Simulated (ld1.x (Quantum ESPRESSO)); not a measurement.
## An odd input for ld1.x (Quantum ESPRESSO) 7.5 (iron)

Command:

```bash
ld1.x < Fe.in > Fe.out
```

Input:

```
&input
   title='Fe', zed=26., rel=1, dft='PW91', iswitch=3, dx=0.006,
   config='[Ar] 3d6 4s2 4p0 4f-2',
   nld=4, rlderiv=2.00, eminld=-6.0, emaxld=5.0, deld=0.02
 /
 &inputp
   pseudotype=2, tm=.false., rho0=0.01, lloc=0,
   nlcc=.true., new_core_ps=.true.,
   file_pseudopw='Fe.UPF', file_wfcaegen='ae.wfc', file_wfcncgen='nc.wfc', file_beta='beta', file_chi='chi'
 /
4
3P  2  1   6.00   0.00  1.40  1.40  0.0
3D  3  2   6.00   0.00  1.65  1.65  0.0
4F  4  3  -2.00   0.05  1.85  1.85  0.0
4S  1  0   2.00   0.00  1.80  1.80  0.0
 &test
   configts(1)='3p6 3d6 4s2 4p0'
 /
```

This is an input that runs to its end, with one change: mesh step dx=0.006.

Question: How does the run end?

Answer: The program runs through. The occupied levels of the test differ from the all-electron ones by at most 0.00000 Ry (unchanged input: 0.00000 Ry).

```

     n l     nl             e AE (Ry)        e PS (Ry)    De AE-PS (Ry)
     2 1     3P   1( 6.00)       -4.41647       -4.41647       -0.00000
     3 2     3D   1( 6.00)       -0.55709       -0.55709        0.00000
     1 0     4S   1( 2.00)       -0.39305       -0.39305       -0.00000
     3 1     4P   1( 0.00)       -0.10102       -0.06724       -0.03378  !

     eps = 7.0E-15  iter = 17

     Etot =   -2545.582209 Ry,   -1272.791105 Ha,  -34634.410360 eV
     Etotps =  -210.739975 Ry,    -105.369988 Ha,   -2867.263432 eV

     Ekin =     103.190318 Ry,      51.595159 Ha,    1403.975803 eV
     Encl =    -262.083773 Ry,    -131.041886 Ha,   -3565.831382 eV
     Ehrt =     147.913267 Ry,      73.956633 Ha,    2012.462518 eV
     Ecxc =     -60.675044 Ry,     -30.337522 Ha,    -825.526036 eV
     (Ecc =     -36.847073 Ry,     -18.423537 Ha,    -501.329968 eV)
     Epseu=    -139.084743 Ry,     -69.542372 Ha,   -1892.344336 eV

     ---------------------- End of pseudopotential test ----------------------
```
